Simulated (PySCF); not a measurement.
Species: Sn(SiH3)4.
Bonds: Sn1–Si2, Sn1–Si6, Sn1–Si10, Sn1–Si14. Hydrogens: H3, H4, H5 on Si2; H7, H8, H9 on Si6; H11, H12, H13 on Si10; H15, H16, H17 on Si14.

Method used: PBE0-D3(BJ)/def2-SVP geometry optimisation, gas phase, def2 core potentials past Kr in PySCF.

Task: How far are the bound atoms from Sn1?

Result: 4 atoms: Si6 2.568 Å, Si14 2.568 Å, Si10 2.568 Å, Si2 2.569 Å. The nearest atom not counted as bound is H13, at 3.39 Å (others tie with it).

Task: List the angles at Sn1.

Result: 
| angle | degrees | distance of the outer atoms (Å) |
| --- | --- | --- |
| Si2–Sn1–Si10 | 110.1 | 4.21 |
| Si2–Sn1–Si14 | 110.0 | 4.21 |
| Si10–Sn1–Si14 | 109.8 | 4.20 |
| Si6–Sn1–Si10 | 109.4 | 4.19 |
| Si2–Sn1–Si6 | 108.7 | 4.18 |
| Si6–Sn1–Si14 | 108.7 | 4.17 |

Task: What is the shape at Sn1?

Result: Tetrahedral: angles from 108.7° to 110.1°; τ4 = (360° − α − β)/141° = 0.99 with α and β the two widest (0 for a square, 1 for a tetrahedron).

Task: What are the other bond lengths?

Result: Si2–H3 and 11 like bonds 1.496 Å.

Point group: near Td, missed by 0.20 Å at most; the miss may be what the optimiser left on a soft mode. Charge 0, singlet. Stationary, but not proved a minimum.

The run took 1.8 min on one thread, Arm Neoverse V2 (aarch64), shared host with 96 logical CPUs at a one-minute load of 65, and the process peaked at 0.65 GiB of memory. That covers the optimisation of the geometry.
